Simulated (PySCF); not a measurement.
Electron correlation in Ni(2+) (nickel, charge +2)

[Ar] 3d8, high-spin 3F determinant. Calculation: PySCF 2.14, in def2-QZVPPD; no relativity, point nucleus. Frozen: [Ne]; 16 electrons correlated.

MP2 pair energies summed by pair of shells (mhartree):

```json
{"pair": "3d-3d", "energy": "-262.69", "share (%)": "44.7"}
{"pair": "3p-3d", "energy": "-200.44", "share (%)": "34.1"}
{"pair": "3p-3p", "energy": "-48.45", "share (%)": "8.2"}
{"pair": "3s-3d", "energy": "-46.52", "share (%)": "7.9"}
{"pair": "3s-3p", "energy": "-25.41", "share (%)": "4.3"}
{"pair": "3s-3s", "energy": "-4.40", "share (%)": "0.7"}
```

Total MP2 correlation energy: -587.90 mhartree.

Same-spin part -187.91 and opposite-spin part -399.99 mhartree; SCS-MP2 scales them by 1/3 and 6/5 to -542.62 mhartree.

This basis was not built for core-valence correlation, so the inner-shell part is incomplete.
